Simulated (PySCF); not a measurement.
PySCF input file for ClH7OSi3, SMILES [SiH3]O[SiH2][SiH2]Cl, PBE0/pcSseg-1. Coordinates come from a B3LYP-D3(BJ)/def2-SVP optimisation. This is a generated structure with no PubChem entry under its InChIKey; it may be hypothetical. Other conformers were not sampled.

```python
import numpy as np
from pyscf import gto, scf, dft
from pyscf.prop.nmr import rks as nmr

mol = gto.M(
    atom='''
    Si   -2.87717114    0.72102469    0.44826635
    O    -1.78340328    0.47195423   -0.77595161
    Si   -0.20662363    0.07744761   -1.13857680
    Si    1.04476359   -0.28660443    0.82115347
    Cl    2.97073511   -0.75529556    0.14463213
    H    -3.39004191    2.11678641    0.38877391
    H    -4.00955995   -0.23489341    0.31282970
    H    -2.19921715    0.50033365    1.76292568
    H    -0.17733720   -1.16235965   -1.96465721
    H     0.42227424    1.18578363   -1.91087421
    H     0.53730447   -1.42648859    1.63541498
    H     1.12774360    0.91907846    1.69265165
    ''',
    basis='pcSseg-1',
    charge=0,
    spin=0,
    max_memory=1600,
    verbose=3,
)
mf = dft.RKS(mol, xc='pbe0')
mf.grids.level = 3
mf.conv_tol = 1e-10
mf.max_cycle = 100
mf.kernel()
n = nmr.NMR(mf)
n.verbose = 2
n.max_cycle_cphf = 60
sigma = n.kernel()
print('atom   isotropic/ppm   span/ppm')
for i, s in enumerate(sigma):
    w = np.linalg.eigvalsh((s + s.T) / 2)
    print(f'{mol.atom_symbol(i):2s}{i + 1:3d} {w.mean():14.3f} {w[2] - w[0]:11.3f}')
```

Log of the run:

```
converged SCF energy = -1407.55765259733
atom   isotropic/ppm   span/ppm
Si  1        385.150     127.977
O   2        335.474     118.066
Si  3        379.237     138.853
Si  4        376.657     117.710
Cl  5       1071.055     127.622
H   6         26.325       8.225
H   7         26.324       8.236
H   8         26.564       7.527
H   9         26.026       7.436
H  10         26.026       7.429
H  11         25.949       8.669
H  12         25.951       8.660
```

The calculation finished and met its thresholds.
